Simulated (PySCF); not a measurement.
This PySCF input asks for the NMR shieldings of `O[Si@H](NCC)NC`, C3H12N2OSi; the geometry comes from GFN2-xTB.

```python
import basis_set_exchange as bse
import numpy as np
from pyscf import gto, dft
from pyscf.prop import nmr

atoms = """
C    -2.811511    0.281830    0.046304
C    -1.753957   -0.275221   -0.906084
N    -0.736462   -1.052918   -0.243732
Si    0.609126   -0.370613    0.588537
O     1.487077   -1.562275    1.263843
N     1.526023    0.415347   -0.638842
C     2.819955    0.996552   -0.372248
H    -2.340398    0.923172    0.786641
H    -3.316432   -0.529888    0.566071
H    -3.552706    0.856677   -0.503616
H    -1.259470    0.549965   -1.421203
H    -2.241256   -0.901586   -1.663354
H    -1.145157   -1.854438    0.214583
H     0.329281    0.424944    1.788100
H     1.848003   -2.243036    0.702212
H     1.027008    0.934229   -1.343912
H     2.754117    2.016258    0.024239
H     3.418827    1.019979   -1.285735
H     3.328127    0.380273    0.365870
"""
names = dict.fromkeys(["C", "N", "Si", "O", "H"], "pcSseg-1")
basis = {el: gto.basis.parse(bse.get_basis(n, elements=[el], fmt="nwchem")) for el, n in names.items()}
mol = gto.M(atom=atoms, basis=basis, charge=0, verbose=0)
mf = dft.RKS(mol, xc="PBE0")
mf.grids.level = 2
mf.grids.alignment = dft.numint.BLKSIZE   # the property module wants whole blocks of grid points
mf.conv_tol = 1e-9
mf.kernel()

calc = nmr.RKS(mf)   # GIAO
C = mf.mo_coeff
Co = C[:, mf.mo_occ > 0]
resp = mf.gen_response(singlet=True, hermi=2)
def vind(x):   # induced exchange potential for any number of trial vectors
    d = np.einsum("pi,xij,qj->xpq", C, 2 * x.reshape(-1, C.shape[1], Co.shape[1]), Co, optimize=True)
    return np.einsum("xpq,pi,qj->xij", resp(d - d.transpose(0, 2, 1)), C, Co, optimize=True).ravel()
mo1, _ = nmr.rhf.solve_mo1(calc, with_cphf=vind)
sigma = calc.kernel(mo1)
for i, s in enumerate(sigma):   # ppm
    w = np.linalg.eigvalsh((s + s.T) / 2)
    print("%2d %-2s iso %8.1f  s11 %8.1f  s22 %8.1f  s33 %8.1f" % (i, mol.atom_pure_symbol(i), w.mean(), *w))
```

Q: Give the expected output.

A: 
```
 0 C  iso    163.0  s11    143.9  s22    159.6  s33    185.6
 1 C  iso    146.0  s11    122.2  s22    147.6  s33    168.1
 2 N  iso    210.4  s11    189.8  s22    210.9  s33    230.5
 3 Si iso    387.5  s11    364.6  s22    395.6  s33    402.4
 4 O  iso    295.2  s11    267.7  s22    284.4  s33    333.5
 5 N  iso    232.4  s11    213.3  s22    220.0  s33    264.0
 6 C  iso    157.9  s11    133.0  s22    153.2  s33    187.6
 7 H  iso     30.5  s11     26.6  s22     30.3  s33     34.7
 8 H  iso     30.8  s11     27.5  s22     28.8  s33     35.9
 9 H  iso     30.7  s11     26.5  s22     27.6  s33     38.1
10 H  iso     29.3  s11     23.8  s22     31.0  s33     33.1
11 H  iso     28.7  s11     22.7  s22     28.1  s33     35.3
12 H  iso     31.5  s11     23.6  s22     31.1  s33     39.7
13 H  iso     26.7  s11     23.3  s22     25.0  s33     31.7
14 H  iso     30.4  s11     23.2  s22     24.3  s33     43.8
15 H  iso     31.3  s11     21.6  s22     32.4  s33     39.9
16 H  iso     28.9  s11     23.1  s22     27.0  s33     36.7
17 H  iso     28.9  s11     23.6  s22     26.8  s33     36.4
18 H  iso     28.9  s11     24.0  s22     28.2  s33     34.4
```

These numbers come from an equivalent density-fitted implementation of the same equations, which agrees with the script to about 0.01 ppm for H and up to a few tenths of a ppm for heavy atoms, so last digits may differ.

Q: Turn these shieldings into chemical shifts. Shifts are taken against calculated references (same method and geometry level): TMS for $^{13}$C (σref 186.93) and $^{29}$Si (σref 349.16) and $^{1}$H (σref 31.72); $^{15}$N (σref 267.73) vs NH3; $^{17}$O (σref 336.08) against H2O.

A: Averaging equivalent atoms: C 1: 41.0; C 6: 29.0; C 0: 23.9; N 2: 57.3; N 5: 35.3; Si 3: -38.4; O 4: 40.9; H 13: 5.03; H 11: 3.03; H 16/17/18: 2.82; H 10: 2.41; H 14: 1.28; H 7/8/9: 1.04; H 15: 0.41; H 12: 0.26 ppm. Experimental scales use liquid or dissolved standards, which lie at an offset from isolated NH3 (liquid NH3: subtract about 20 ppm) and H2O (liquid H2O: subtract about 36 ppm).

Size and cost of the density-fitted run: 186 basis functions, 44 s wall time on 1 thread of an Arm Neoverse V2, shared host; peak memory 0.84 GiB.
